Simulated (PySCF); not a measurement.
# Bond length, frequency and bond energy of TaBr by level of theory

State: quintet, unpaired electrons σ ↑, π ↑, δ ↑↑. Set-up: basis Ta def2-TZVPP with ECP60, Br def2-TZVPP; scalar-relativistic core potentials; PySCF 2.14. De refers to Ta (5d3 6s2) + Br in their high-spin ground configurations, without counterpoise correction. The functionals are run spin-unrestricted. A positive dipole means Ta(−)Br(+).

```csv
Level,Re (Å),ωe (cm⁻¹),De (eV),μ (D),"CPU s a point (SCF and correlation, without the integrals)"
PBE,2.446,248,n/a,-2.55,2.3
revPBE,2.458,243,n/a,-2.64,1.5
PW91,2.446,248,n/a,-2.55,1.5
BP86,2.449,247,n/a,-2.54,1.5
r²SCAN,2.453,248,n/a,-2.97,3.3
PBE0,2.446,251,n/a,-3.02,14
LC-ωPBE,2.451,251,n/a,-3.25,15
```

The bond length runs from 2.446 Å (PW91) to 2.458 Å (revPBE).

De is left out where the level can put another filling of the metal’s s and d shells below the measured ground configuration, by anything from nothing to about 1 eV. These are scalar-relativistic numbers at best; spin–orbit coupling would shift them, the dissociation energy most. The state is the lowest single determinant that the PBE0 search found; with open d or f shells the true ground state can be another one.

The whole job (state search and all levels along the bond) took about 21 min on 2 threads of Arm Neoverse V1 (shared host), peak memory 3.4 GiB.
